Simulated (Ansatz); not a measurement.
Consider the homolysis of the Si–Si bond: `CO[SiH](N)[SiH3]` → `[SiH3]`• + `CO[SiH]N`•.

Computed with Ansatz on PBE0-D4/def2-TZVP structures; ΔE is electronic, products minus reactants. CBS: MP2 limit from def2 TZ/QZ plus the TZ coupled-cluster correction, frozen cores. This one scheme is used for every species. Functionals use def2-TZVPP. B3LYP here is the variant with VWN-RPA as its local correlation; programs differ in this. Open shells (•) are unrestricted, without spin–orbit coupling. One conformer a species, not always the lowest.

```tsv
level	ΔE (kJ/mol)	difference from CCSD(T)/CBS
PBE-D4	320.5	-19.9
r2SCAN-D4	310.1	-30.3
PBE0-D4	325.2	-15.2
B3LYP-D4	320.2	-20.2
ωB97X-V	344.2	3.8
ωB97M-V	342.7	2.3
B2PLYP	317.2	-23.2
r2SCAN	307.1	-33.3
B3LYP	304.0	-36.4
HF/def2-TZVPP	241.9	-98.5
MP2/def2-TZVPP	330.9	-9.5
CCSD/def2-TZVPP	323.8	-16.6
CCSD(T)/def2-TZVPP	330.3	-10.1
MP2/def2-QZVPP	336.1	-4.3
SCS-MP2/def2-QZVPP	338.5	-1.9
HF/CBS(def2)	239.7	-100.7
CCSD(T)/CBS	340.4	0
```

Largest T1 diagnostic among the species: 0.015.

The D4 term adds +16.2 kJ/mol with B3LYP and +9.3 kJ/mol with PBE0; it sums over pairs of atoms, weighted by their polarisabilities, and B3LYP, whose exchange is more repulsive, gets the larger term. In def2-TZVPP, CCSD(T) changes the Hartree–Fock value by +88.4 kJ/mol (the triples alone add +6.5 kJ/mol) and MP2 by +89.0 kJ/mol; breaking electron pairs costs correlation energy, which Hartree–Fock lacks. From PBE to PBE0 (25 % exact exchange), in def2-TZVPP and without D4, ΔE moves by +5.7 kJ/mol.
